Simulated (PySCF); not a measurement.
CH7ClSi2, SMILES C[SiH2][SiH2]Cl, singlet (GFN2-xTB optimised geometry):

```
11

C      2.140    -0.999     0.000
Si     0.240    -0.999     0.000
Si    -0.512     1.192     0.000
Cl    -2.537     1.229     0.142
H      2.537    -0.498     0.878
H      2.536    -0.490    -0.874
H      2.533    -2.011    -0.005
H     -0.212    -1.757    -1.177
H     -0.212    -1.764     1.173
H     -0.196     1.952    -1.214
H     -0.031     2.011     1.117
```

Method: PBE0/def2-TZVP (PySCF).

Problem. What are the frontier orbital energies and the dipole moment?

Solution. HOMO-2 -9.40 eV, HOMO-1 -8.80 eV, HOMO -8.09 eV, LUMO -0.62 eV, LUMO+1 0.09 eV; dipole moment 2.06 D.

On the same geometry PBE/def2-TZVP run with PySCF 2.14.0 gives HOMO-2 -8.09 eV, HOMO-1 -7.44 eV, HOMO -6.89 eV, LUMO -1.44 eV, LUMO+1 -0.75 eV; dipole moment 2.00 D.

Meta-Löwdin charges at PBE0/def2-TZVP: C1 -0.59, Si2 0.38, Si3 0.44, Cl4 -0.30, H5 0.13, H6 0.13, H7 0.14, H8 -0.08, H9 -0.08, H10 -0.08, H11 -0.08.
